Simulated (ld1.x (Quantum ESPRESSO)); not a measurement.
## What the settings do to the TM potential of Mo

Base potential:

- Element: molybdenum (Mo)
- Generator: ld1.x (Quantum ESPRESSO) 7.5
- Type: norm-conserving Troullier–Martins (Kleinman–Bylander form)
- Functional: PBEsol
- Relativity: scalar-relativistic
- Frozen core: [Kr]
- Valence charge: 6
- Reference configuration: 4d5 5s0.5 5p0 (charge +0.5)
- Partial waves: 5s (bound): rc 2.55 bohr; 5p (bound, empty): rc 3.45 bohr; 4d (bound): rc 1.90 bohr
- Local potential: all-electron potential smoothed inside 3.05 bohr (lloc = -1)
- Core correction: a·sin(br)/r model core inside 1.15 bohr

Cutoffs, loose and tight: the cutoffs (Ry, on a coarse ladder) from which the occupation-weighted sum of valence levels, in a spherical-Bessel basis at the reference potential, stays within 10 and 1 mRy of its value at 400 Ry. They do not see the model core or the augmentation charge, which bear on the density cutoff. Test errors are all-electron minus pseudo excitation energies from the reference, over the configurations 4d5 5s1 5p0; 4d5 5s0 5p0; 4d4 5s0 5p0; 4d3 5s0 5p0; 4d4 5s1 5p1; 4d4 5s2 5p0; 4d5.5 5s0.5 5p0. A dash means not determined; rows that change the core or the reference have their own tests. The largest error is taken over the tests solved by every variant that gives reliable tests at all: 4d3 5s0 5p0; 4d4 5s0 5p0; 4d5 5s0 5p0; 4d5 5s1 5p0; 4d5.5 5s0.5 5p0.

A true bound ghost makes a file unfit for plane-wave use even where its test errors are small: the radial tests pick states by their node count and pass the ghost by. Where a test does run into it, the solver fails or the error is huge.

```tsv
change	outcome	cutoff, loose	cutoff, tight	bound ghosts	largest test error (meV)
base	generated	40 Ry	50 Ry	none	-574
all radii but the core radius scaled by about 0.79 (s 2.02, p 2.74, d 1.50 bohr); local potential all-electron potential smoothed inside 2.42 bohr (lloc = -1)	generated	45 Ry	55 Ry	s	-522
all radii but the core radius scaled by about 0.88 (s 2.24, p 3.04, d 1.68 bohr); local potential all-electron potential smoothed inside 2.68 bohr (lloc = -1)	generated	40 Ry	50 Ry	none	-535
all radii but the core radius scaled by about 0.94 (s 2.40, p 3.26, d 1.80 bohr); local potential all-electron potential smoothed inside 2.88 bohr (lloc = -1)	generated	40 Ry	50 Ry	none	-555
all radii but the core radius scaled by about 1.05 (s 2.68, p 3.62, d 2.00 bohr); local potential all-electron potential smoothed inside 3.20 bohr (lloc = -1)	generated	40 Ry	45 Ry	none	-595
all radii but the core radius scaled by about 1.17 (s 2.98, p 4.02, d 2.22 bohr); local potential all-electron potential smoothed inside 3.56 bohr (lloc = -1)	generated	35 Ry	40 Ry	none	-642
all radii but the core radius scaled by about 1.30 (s 3.32, p 4.48, d 2.46 bohr); local potential all-electron potential smoothed inside 3.96 bohr (lloc = -1)	generated	30 Ry	35 Ry	none	-1124
all radii but the core radius scaled by about 1.39 (s 3.54, p 4.78, d 2.64 bohr); local potential all-electron potential smoothed inside 4.22 bohr (lloc = -1)	generated	30 Ry	35 Ry	none	-1190
```

Reading the sweep of the scale of all radii but the core radius (base = 1) (base included, trends over the rows without a ghost): The loose cutoff falls from 40 Ry at 0.88 to 30 Ry at 1.39. A larger radius leaves more room for a smooth pseudo-wave, so fewer plane waves are needed; a smaller one forces it to follow the all-electron wave where it bends sharply. The median size of the test errors (rows with all tests solved) is not monotonic: lowest 64.0 meV at 0.88, highest 130.1 meV at 1.3. Bound ghosts are found at 0.79.
